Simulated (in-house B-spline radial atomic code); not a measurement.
**Ionising Ca III (Ca2+) with different functionals**

Computed with an all-electron radial atomic-structure program (B-spline basis): four-component Dirac-Coulomb Hamiltonian, Fermi nucleus of rms radius 3.4776 fm, spin-restricted, spherical fractional occupations for the functionals, and exact exchange of hybrids averaged over the configuration. The ionisation energy is the difference of two self-consistent energies, [Ne] 3s2 3p6 → [Ne] 3s2 3p5, without Breit or QED terms; ε is the level of the shell that loses the electron (mean over j). The electron is taken from both j subshells in proportion to 2j + 1, so the result is a j average, not the step between ground levels.

```csv
method,rung,ΔSCF (eV),-ε(3p) (eV)
B3LYP,global hybrid,51.26,44.93
B97-1,global hybrid,51.16,44.92
CAM-B3LYP,range-separated hybrid,51.23,46.87
HSE06,range-separated hybrid,51.22,44.95
```

**Question.** Among the functionals, which spreads more, the ΔSCF values or the orbital energies?

**Answer.** The orbital energies: ΔSCF values span about 0.10 eV and the orbital energies 1.96 eV; here energy differences depend much less on the functional than eigenvalues do.

**Question.** How do they compare with the NIST value?

**Answer.** NIST lists 50.913 eV (measured, ground level to ground level). Errors run from +0.24 to +0.35 eV; B97-1 is closest (+0.24 eV), but part of that can be cancellation, since the calculations leave out Breit-QED terms, spin polarisation, the choice among j levels, multiplet and fine-structure energies.
